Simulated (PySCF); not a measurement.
Molecule: SMILES N#C[SiH2][SiH2][SiH2]N, CH8N2Si3.

Cartesian coordinates in Å; atom numbers follow the order of the lines, from 1:
```xyz
14

N    -0.9529    2.4968    0.9949
C    -1.4152    1.4466    0.8200
Si   -1.9965   -0.3053    0.5226
Si   -0.3485   -1.3552   -0.7940
Si    1.5592    0.0572   -0.8613
N     1.9448    0.8286    0.6308
H    -3.3432   -0.1964   -0.1079
H    -2.1266   -0.9038    1.8831
H    -0.9417   -1.6197   -2.1444
H    -0.0825   -2.6765   -0.1381
H     1.2568    1.1019   -1.8842
H     2.7176   -0.7822   -1.2954
H     1.3693    1.5994    0.9565
H     2.3540    0.3113    1.3994
```

Geometry PBE0-D3(BJ)/def2-SVP throughout; GIAO in PySCF 2.14, gas phase, one conformer, non-relativistic; equivalent atoms averaged; basis pcSseg-1.

(1) How do the absolute shieldings σ depend on the functional? (a selection of nuclei; ppm; last column core-seconds on 1 thread of an x86-64 server CPU, shared host)

(2) Which nucleus among those listed moves most, in ppm?

Answers

(1) 
| functional | kind | N1 | N6 | C2 | Si3 | Si4 | H11/H12 | H7/H8 | H9/H10 | H13/H14 | core-s |
| --- | --- | --- | --- | --- | --- | --- | --- | --- | --- | --- | --- |
| HF | Hartree–Fock | -120.1 | 273.3 | 53.6 | 476.3 | 497.9 | 26.96 | 27.69 | 28.64 | 30.98 | 8 |
| LDA | LDA | -113.7 | 262.8 | 51.8 | 428.7 | 455.5 | 25.06 | 26.26 | 27.27 | 30.32 | 16 |
| PBE | GGA | -104.4 | 259.5 | 57.2 | 438.1 | 463.6 | 25.71 | 26.83 | 27.81 | 30.75 | 20 |
| BLYP | GGA | -107.2 | 254.3 | 53.5 | 425.8 | 446.6 | 26.05 | 27.13 | 28.10 | 30.88 | 19 |
| BP86 | GGA | -103.1 | 258.4 | 57.1 | 435.7 | 460.4 | 25.81 | 26.90 | 27.88 | 30.78 | 19 |
| OPBE | GGA | -89.6 | 263.0 | 65.8 | 456.4 | 483.7 | 25.84 | 26.89 | 27.85 | 30.76 | 19 |
| KT2 | GGA | -84.1 | 260.6 | 70.0 | 461.1 | 486.0 | 25.70 | 26.80 | 27.82 | 30.72 | 25 |
| KT3 | GGA | -81.2 | 258.8 | 69.6 | 460.6 | 483.2 | 26.11 | 27.13 | 28.11 | 30.85 | 25 |
| B97-D | GGA | -92.6 | 257.4 | 59.8 | 443.5 | 464.9 | 26.18 | 27.21 | 28.17 | 30.91 | 25 |
| B3LYP | global hybrid | -110.4 | 259.8 | 52.4 | 434.9 | 456.4 | 26.21 | 27.20 | 28.17 | 30.87 | 16 |
| PBE0 | global hybrid | -107.9 | 265.4 | 55.8 | 448.6 | 474.4 | 25.98 | 26.98 | 27.96 | 30.78 | 16 |
| mPW1PW91 | global hybrid | -108.5 | 264.2 | 55.0 | 445.6 | 470.9 | 26.09 | 27.07 | 28.03 | 30.81 | 17 |
| WP04 | global hybrid | -106.5 | 248.1 | 46.8 | 420.0 | 435.0 | 27.13 | 27.90 | 28.74 | 30.88 | 24 |
| B97-2 | global hybrid | -99.9 | 263.4 | 58.2 | 450.8 | 474.9 | 26.21 | 27.18 | 28.14 | 30.88 | 22 |
| BHandHLYP | global hybrid | -114.7 | 265.9 | 51.6 | 449.1 | 470.7 | 26.47 | 27.36 | 28.32 | 30.87 | 22 |
| CAM-B3LYP | range-separated hybrid | -109.5 | 265.5 | 51.6 | 439.3 | 461.7 | 26.22 | 27.19 | 28.14 | 30.85 | 31 |
| wB97X-D | range-separated hybrid | -106.7 | 265.7 | 54.9 | 446.7 | 472.6 | 26.22 | 27.18 | 28.11 | 30.87 | 29 |
| LC-wPBE | range-separated hybrid | -102.9 | 272.1 | 54.0 | 451.3 | 478.5 | 26.27 | 27.20 | 28.12 | 30.92 | 34 |

(2) Si4 (silicon bonded to 2 Si, 2 H): from 435.0 ppm with WP04 to 497.9 ppm with HF. The smallest spread is 0.66 ppm, at H13/H14. Proton shifts span only some 12 ppm, so a few tenths of a ppm matter as much there as several ppm in carbon.
